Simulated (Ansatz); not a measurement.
`[SiH3][O][Cd][O][SiH3]`. Charge 0, multiplicity 1. Correlated methods include outer-core shells of Cd, which these sets cover unevenly. Cd takes the def2 core potential.

| atom | x (Å) | y (Å) | z (Å) |
| --- | --- | --- | --- |
| Si1 | 1.1799 | -2.6966 | 1.1397 |
| O2 | 0.0501 | -2.1649 | 0.0967 |
| Cd3 | -0.4329 | -0.4208 | -0.6188 |
| O4 | -1.0115 | 1.2302 | -1.4712 |
| Si5 | -1.0863 | 2.7875 | -1.0060 |
| H6 | 1.0477 | -2.0498 | 2.4792 |
| H7 | 2.5629 | -2.4122 | 0.6539 |
| H8 | 1.0281 | -4.1662 | 1.3069 |
| H9 | 0.2535 | 3.3135 | -0.6080 |
| H10 | -1.9932 | 2.9747 | 0.1655 |
| H11 | -1.5981 | 3.6046 | -2.1378 |

Question: Give the diagnostics of a CCSD(T)/def2-TZVPP run (frozen core, the Gaussian-basis code of Ansatz). (Estimate.)

Answer: Ansatz gave: T1 = 0.0152, largest single amplitude 0.036, largest double 0.016, (T) share of the correlation energy 3.1 %, 12 CCSD cycles. The RHF solution is stable towards an unrestricted one. T1 lies under the customary mark of 0.02 for closed shells.
